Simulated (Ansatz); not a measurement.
`C=C(F)C=C(F)F` + H–F → `C=C(F)F` + `C=C(F)F` at 600 K and 1 bar (substitution at a C–C bond).

Isolated molecules relaxed with PBE0-D4/def2-TZVP in Ansatz; ΔE leaves out vibrations. CCSD(T)/CBS adds triple-zeta CCSD(T) − MP2 to the extrapolated MP2 energy (def2 sets, frozen cores). This one scheme is used for every species. One conformer a species, not always the lowest.

| species | CCSD(T)/CBS energy (Eh) | H − E (kJ/mol) | S (J/(mol·K)) |
| --- | --- | --- | --- |
| `C=C(F)C=C(F)F` | -453.32750 | 224.6 | 430.8 |
| H–F | -100.39570 | 42.3 | 194.0 |
| `C=C(F)F` | -276.85281 | 131.7 | 315.7 |
| `C=C(F)F` | -276.85281 | 131.7 | 315.7 |

H − E and S are ideal-gas, rigid-rotor, harmonic terms from PBE0-D4/def2-TZVP, for one conformer and one mirror image of each species. 1 Eh = 2625.50 kJ/mol, R = 8.31446 J/(mol·K).

**Question.** By hand: ΔE, ΔH, ΔS and ΔG.

**Answer.** ΔE = (-276.85281) + (-276.85281) − (-453.32750) − (-100.39570) = 0.01758 Eh = 46.2 kJ/mol. Δ(H − E) = 131.7 + 131.7 − 224.6 − 42.3 = -3.5, so ΔH = 42.7 kJ/mol. ΔS = 315.7 + 315.7 − 430.8 − 194.0 = 6.6 J/(mol·K). ΔG = 42.7 − 600 × (6.6)/1000 = 38.7 kJ/mol.

**Question.** By hand: the equilibrium constant, and the temperature at which ΔG would vanish if ΔH and ΔS stayed fixed.

**Answer.** log₁₀ K = −ΔG/(RT ln 10) = -3.4. ΔG = 0 at ΔH/ΔS = 6470 K, far beyond where these terms or the molecules hold.

The number of gas molecules stays the same, so ΔS is small and ΔH decides. A doubt of 5 kJ/mol in ΔE shifts log₁₀ K by 0.4 here. Other conformers and mirror images would add mixing entropy, several J/(mol·K) or more a flexible species. These are equilibria of isolated gas molecules and say nothing of rates. Largest T1 diagnostic: 0.013 (customary marks: 0.02 for closed shells, 0.045 for open ones).
